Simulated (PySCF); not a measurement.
**How methods differ on the ionisation energy of Ca⁺**

Ca⁺ [Ar] 4s1 (2S) → Ca²⁺ [Ar] (1S), as a difference of total energies. All numbers are calculated (PySCF 2.14, the non-relativistic Hamiltonian (point nucleus), in def2-SVP). The calculations carry no spin-orbit coupling.

```tsv
method	ionisation energy (eV)	difference from reference (eV)
UHF	11.262	-0.610
PBE	11.913	+0.041
TPSS	11.655	-0.217
```

Reference: 11.872 eV (measured; NIST Atomic Spectra Database, ionization energies).

These non-relativistic numbers lack the scalar-relativistic shift.
